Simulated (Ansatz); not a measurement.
Al(H)(Et)(OMe) (C3H9AlO), SMILES C[CH2][AlH][O]C. Atoms are numbered in the order given.

```xyz
14

Al     0.0830     0.2544     0.2109
H      0.3120     1.4777     1.2065
C     -1.1094     0.2866    -1.3385
C     -1.9035     1.5763    -1.5455
H     -1.7897    -0.5808    -1.2508
H     -0.4955     0.0613    -2.2306
H     -1.2442     2.4503    -1.6731
H     -2.5570     1.8002    -0.6866
H     -2.5509     1.5304    -2.4369
O      0.9366    -1.1875     0.5121
C      1.8523    -1.6829     1.4281
H      2.7835    -1.9955     0.9219
H      2.1292    -0.9456     2.2067
H      1.4489    -2.5732     1.9436
```
Charge 0, spin multiplicity 1.

Coordinates come from a PBE0-D3(BJ)/def2-SVP optimisation. The structure was generated by enumeration; whether it is a known compound was not checked. The values are those of a single conformer.

Two levels are set side by side: PBE-D3(BJ)/def2-SVP (Ansatz, a first-principles code) and PBE0-D3(BJ)/def2-SVP (Ansatz). Each level has its own optimised geometry; the coordinates shown are those of the second. Differences are taken from unrounded values.

```
quantity              PBE0-D3(BJ)
--------------------  -----------
mean bond length (Å)        1.308
bond Al1–C3 (Å)             1.955
bond Al1–O10 (Å)            1.702
bond C3–C4 (Å)              1.529
bond O10–C11 (Å)            1.387
bond Al1–H2 (Å)             1.594
bond C3–H5 (Å)              1.106
bond C3–H6 (Å)              1.106
bond C4–H7 (Å)              1.102
bond C4–H8 (Å)              1.102
bond C4–H9 (Å)              1.103
bond C11–H12 (Å)            1.105
bond C11–H13 (Å)            1.107
bond C11–H14 (Å)            1.105
```

### Question
What does PBE-D3(BJ) give, and how far is it from PBE0-D3(BJ)? (An estimate is asked for; the answer gives what the named calculation found.)

### Answer

```tsv
quantity	PBE-D3(BJ)	PBE-D3(BJ) minus PBE0-D3(BJ)
mean bond length (Å)	1.318	0.010
bond Al1–C3 (Å)	1.967	0.011
bond Al1–O10 (Å)	1.721	0.018
bond C3–C4 (Å)	1.537	0.009
bond O10–C11 (Å)	1.401	0.014
bond Al1–H2 (Å)	1.606	0.012
bond C3–H5 (Å)	1.114	0.008
bond C3–H6 (Å)	1.114	0.008
bond C4–H7 (Å)	1.110	0.008
bond C4–H8 (Å)	1.110	0.008
bond C4–H9 (Å)	1.111	0.008
bond C11–H12 (Å)	1.114	0.009
bond C11–H13 (Å)	1.117	0.009
bond C11–H14 (Å)	1.114	0.009
```

Exact exchange shortens and stiffens bonds; PBE has none. Differences between two approximate levels are no errors against the true value.
